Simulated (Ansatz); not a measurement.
Z-matrix (Å, degrees):
```
C
F 1 1.414
Si 1 1.890 2 108.9
N 1 1.402 2 113.9 3 123.1
H 1 1.096 2 105.4 3 -117.3
F 3 1.587 1 109.6 2 -45.7
Cl 3 2.041 1 108.5 2 72.9
H 3 1.475 1 112.3 2 -166.2
H 4 1.011 1 113.6 2 -63.0
H 4 1.010 1 114.1 2 65.1
```

Charge 0, multiplicity 1.

**Question.** List the CAM-B3LYP/def2-TZVPP orbital energies in eV (Ansatz 0.2.0). (Best estimate.)

**Answer.** The calculation gave: Occupied: -2764.74, -1803.01, -673.86, -673.19, -392.03, -281.70, -259.53, -198.57, -198.45, -198.44, -147.39, -102.78, -102.74, -102.66, -35.04, -34.63, -27.36, -25.21, -20.72, -17.68, -16.79, -16.09, -15.47, -14.85, -14.66, -14.41, -13.63, -12.40, -12.18, -11.42, -11.17, -10.32, -9.78. Lowest empty: 1.27, 1.52, 1.99, 2.54, 2.87, 3.31, 3.94, 4.77.
